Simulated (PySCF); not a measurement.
CH₃Cl₂Si, SMILES C[Si](Cl)Cl, multiplicity 2. Geometry: PBE-D3(BJ)/def2-SVP. The isomer is the one that the SMILES or the coordinates give; other isomers of the formula were not compared.

Computed equilibrium geometry at PBE-D3(BJ)/def2-SVP (PySCF confirms it by a frequency run) as a Z-matrix, and its point group:
point group Cs.
```
C
H 1 1.1078
H 1 1.1078 2 109.33
H 1 1.1099 2 109.07 3 119.18
Si 1 1.8881 2 110.18 4 119.60
Cl 5 2.0923 1 108.41 2 -60.54
Cl 5 2.0923 1 108.41 2 -178.74
```
Charge 0, spin multiplicity 2.
